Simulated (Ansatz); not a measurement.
# Scan of the C2–H4 bond length

CH2STe (SMILES S=C[TeH]), singlet, at its PBE0-D4/def2-TZVP minimum:

```json
{"atom": "S1", "x (Å)": "-0.8594", "y (Å)": "-1.8836", "z (Å)": "-0.7077"}
{"atom": "C2", "x (Å)": "-0.3591", "y (Å)": "-0.5366", "z (Å)": "0.0108"}
{"atom": "Te3", "x (Å)": "0.9803", "y (Å)": "0.8251", "z (Å)": "-0.8119"}
{"atom": "H4", "x (Å)": "-0.6997", "y (Å)": "-0.2421", "z (Å)": "1.0038"}
{"atom": "H5", "x (Å)": "0.9379", "y (Å)": "1.8372", "z (Å)": "0.5049"}
```

The bond length C2–H4 (1.090 Å at the minimum) is set to the values below, with the rest relaxed at PBE0-D4/def2-TZVP at each step. Each method's energies count from its own value at the PBE0-D4 minimum structure. Program: Ansatz 0.2.0. Basis: def2-TZVPP. Cores are frozen in the correlated methods. Filled d shells of the heavier atoms are correlated. Core potentials replace the inner electrons of the atoms past krypton. The def2 sets are not built for correlating such inner shells, so the correlated values are less sure here.

CCSD(T) energies along the scan:
```json
{"bond length (Å)": "0.981", "CCSD(T) (kcal/mol)": "5.47"}
{"bond length (Å)": "1.003", "CCSD(T) (kcal/mol)": "3.29"}
{"bond length (Å)": "1.035", "CCSD(T) (kcal/mol)": "1.19"}
{"bond length (Å)": "1.073", "CCSD(T) (kcal/mol)": "0.09"}
{"bond length (Å)": "1.114", "CCSD(T) (kcal/mol)": "0.24"}
{"bond length (Å)": "1.159", "CCSD(T) (kcal/mol)": "1.67"}
{"bond length (Å)": "1.206", "CCSD(T) (kcal/mol)": "4.22"}
{"bond length (Å)": "1.256", "CCSD(T) (kcal/mol)": "7.79"}
{"bond length (Å)": "1.308", "CCSD(T) (kcal/mol)": "12.15"}
```
They count from the CCSD(T) energy at the PBE0-D4 minimum.

Minimum and curvature along this coordinate at CCSD(T): A fifth-order fit through the nearest points gives 1.088 Å, with a curvature of about 33 eV/Å².

Largest difference from the CCSD(T) curve over the scan: PBE-D4 1.52; r2SCAN-D4 0.48; PBE0-D4 0.16; wB97M-V 0.24 kcal/mol. Each curve counts from its own value at the minimum.

No T1 diagnostic of these runs exceeds 0.016. The restricted Hartree–Fock reference is unstable towards an unrestricted one at one or more of these structures.

For scale, one of the runs: CCSD(T)/def2-TZVPP, 151 basis functions, launched by `ansatz run in.yaml --threads 2 --pin off --events-out ev --progress --plain --max-ram 4352MiB`. Hardware: 2 CPU threads of an Intel Xeon 6975P-C, shared host. Wall time 20 s; peak host memory 1.1 GiB.
